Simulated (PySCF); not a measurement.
C7H11N3Si.
Structure used (GFN2-xTB), in Å, numbered top down from 1:
```xyz
22
C7H11N3Si angstrom
C      4.9971   -0.2569   -0.0582
C      3.8180   -0.4730   -0.0077
C      2.4393   -0.7497    0.0711
N      1.9447   -1.9929    0.3373
C      0.6557   -1.8043    0.3298
N      0.3448   -0.5160    0.0745
Si    -1.1910    0.3706   -0.0680
C     -1.0127    1.8776    1.0727
C     -1.3650    0.8320   -1.9036
C     -2.5316   -0.8512    0.5062
N      1.4970    0.1570   -0.0933
H      6.0267   -0.0633   -0.1074
H     -0.0835   -2.5590    0.4991
H     -0.1416    2.4629    0.7936
H     -0.8879    1.5807    2.1106
H     -1.8831    2.5232    1.0165
H     -0.4849    1.3663   -2.2501
H     -1.4803   -0.0505   -2.5275
H     -2.2282    1.4681   -2.0711
H     -2.6231   -1.6950   -0.1719
H     -2.3210   -1.2436    1.4971
H     -3.4999   -0.3636    0.5488
```

Probes without a nucleus sit at each ring's centroid and 1 Å off its mean plane on both sides; NICS is minus the shielding there, NICSzz its component along the normal. Level: GIAO PBE0/pcSseg-1 (PySCF, non-relativistic, gas phase) on the GFN2-xTB geometry, one conformer.

Ring bond lengths (Å), with Mayer bond orders in brackets: C3–N4 1.364 (1.29), N4–C5 1.303 (1.63), C5–N6 1.350 (1.21), N6–N11 1.345 (1.17), N11–C3 1.318 (1.51).

Q: Give the NICS values of each ring in ppm.

A: 
```json
{"ring": "C3–N4–C5–N6–N11", "type": "5-membered ring with 3 N; formal bonds all aromatic", "NICS(0)": "-12.6", "NICS(1), two faces": "-12.1 / -12.0", "NICS(1)zz, two faces": "-30.8 / -30.6", "rms pucker (Å)": "0.00", "centre to ring atoms, mean (Å)": "1.14"}
```

Q: What do they say, and how far can they be read as aromaticity?

A: 
- C3–N4–C5–N6–N11: mean NICS(1)zz -30.7 ppm, shielded. For a flat ring without four-coordinate atoms the NICS criterion counts such a value as aromatic.

Q: How equal are the bonds by HOMA? HOMA = 1 − mean of α(R − Ropt)² over the ring bonds, with Krygowski's 1993 parameters (CN: Ropt 1.334 Å, α 93.52 Å⁻²; NN: Ropt 1.309 Å, α 130.33 Å⁻²).

A: 
- C3–N4–C5–N6–N11: HOMA 0.92; the largest term is that of N6–N11, α(R − Ropt)² = 0.17. The geometric and the magnetic index point the same way.

Q: What field does 1 T along the ring normal induce along that normal at the first NICS(1) probe listed for ring C3–N4–C5–N6–N11, 1 Å off the ring?

A: NICSzz × B0 = -30.8 ppm × 1 T = -31 μT, against the applied field.

Q: Give the inner angles of the rings and the Hirshfeld charges of the ring atoms.

A: 
- C3–N4–C5–N6–N11: C3 113.1° (+0.078 e), N4 103.0° (-0.205 e), C5 111.5° (+0.050 e), N6 107.7° (-0.055 e), N11 104.6° (-0.131 e); sum 540.0° against 540° for a flat convex ring.
